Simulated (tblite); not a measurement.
Bi (SMILES [Bi]), quartet (GFN-xTB shapes and energies of metal compounds can be far from the true ones); IPEA1-xTB (tblite 0.6.0).

The tblite input:
```
$ tblite run mol.xyz --method ipea1 --charge 0 --spin 3 --json tblite.json --no-restart

# file mol.xyz
1

Bi     0.00000000     0.00000000     0.00000000
```

Output, abridged:

```
xTB calculator
 | screened Coulomb repulsion
 | Coulomb electrostatics
 |  * isotropic Klopman-Ohno-Mataga-Nishimoto electrostatics
 |  * onsite third-order electrostatics
 | DFT-D3(BJ) dispersion correction

halogen bonding energy    0.0000000000000E+00 Eh
repulsion energy          0.0000000000000E+00 Eh
dispersion energy         0.0000000000000E+00 Eh
number of electrons       5.0000000000000E+00 e
integral cutoff           2.2911902396130E+01 bohr

------------------------------------------------------------
  cycle        total energy    energy error   density error
------------------------------------------------------------
      1     -2.264611881334  -2.2646119E+00   9.7027541E-09
      2     -2.264611881334   0.0000000E+00   5.8216524E-09
------------------------------------------------------------

electronic energy        -2.2646118813343E+00 Eh
total energy             -2.2646118813343E+00 Eh

Post processing:
 | Mayer-Wiberg bond orders

[Info] JSON dump of results written to 'tblite.json'
```
